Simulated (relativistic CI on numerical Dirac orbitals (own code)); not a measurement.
## Ions with 1 electrons, Pm LXI to Hg LXXX

Computed by Dirac equation for one electron, model QED (radiative potential, 1s self-energy scaled to tabulated hydrogen-like ionisation energies) (own radial code, finite nucleus).

Configuration list: 1s, 2s, 2p, 3s, 3p, 3d. Levels of other configurations are missing.

Energies above each ion's lowest level, in eV. Levels are followed by their leading LS label, which can pass from one level to another where the coupling changes.

| Ion | 1s 2S_1/2 | 2p 2P°_1/2 | 2s 2S_1/2 | 2p 2P°_3/2 | 3p 2P°_1/2 | 3s 2S_1/2 | 3d 2D_3/2 |
| --- | --- | --- | --- | --- | --- | --- | --- |
| Pm LXI | 0 | 39813 | 39824 | 40531 | 47413 | 47416 | 47626 |
| Sm LXII | 0 | 41200 | 41212 | 41969 | 49073 | 49077 | 49301 |
| Eu LXIII | 0 | 42615 | 42628 | 43439 | 50767 | 50771 | 51012 |
| Gd LXIV | 0 | 44058 | 44072 | 44940 | 52496 | 52500 | 52758 |
| Tb LXV | 0 | 45530 | 45544 | 46473 | 54259 | 54264 | 54540 |
| Dy LXVI | 0 | 47030 | 47045 | 48038 | 56057 | 56062 | 56357 |
| Ho LXVII | 0 | 48560 | 48576 | 49636 | 57892 | 57897 | 58211 |
| Er LXVIII | 0 | 50118 | 50136 | 51266 | 59762 | 59767 | 60103 |
| Tm LXIX | 0 | 51708 | 51726 | 52931 | 61669 | 61675 | 62033 |
| Yb LXX | 0 | 53326 | 53346 | 54630 | 63613 | 63619 | 64000 |
| Lu LXXI | 0 | 54976 | 54996 | 56364 | 65595 | 65601 | 66007 |
| Hf LXXII | 0 | 56657 | 56679 | 58133 | 67615 | 67622 | 68054 |
| Ta LXXIII | 0 | 58370 | 58393 | 59939 | 69674 | 69681 | 70141 |
| W LXXIV | 0 | 60114 | 60139 | 61782 | 71773 | 71780 | 72268 |
| Re LXXV | 0 | 61892 | 61917 | 63662 | 73912 | 73919 | 74438 |
| Os LXXVI | 0 | 63701 | 63728 | 65580 | 76091 | 76099 | 76649 |
| Ir LXXVII | 0 | 65545 | 65574 | 67537 | 78312 | 78321 | 78904 |
| Pt LXXVIII | 0 | 67422 | 67453 | 69534 | 80575 | 80584 | 81203 |
| Au LXXIX | 0 | 69334 | 69367 | 71572 | 82881 | 82891 | 83546 |
| Hg LXXX | 0 | 71281 | 71316 | 73651 | 85231 | 85241 | 85935 |

The lowest level keeps the configuration 1s and J = 1/2 throughout.

Between Z = 77 and 80 the energy of 2p 2P°_1/2 follows a local power law Z^2.2. For orientation: electrostatic splittings inside a shell grow about linearly with the screened charge, excitations that change n as its square, and fine structure as its fourth power; written in Z itself the exponents are larger, since the screened charge grows faster in proportion.
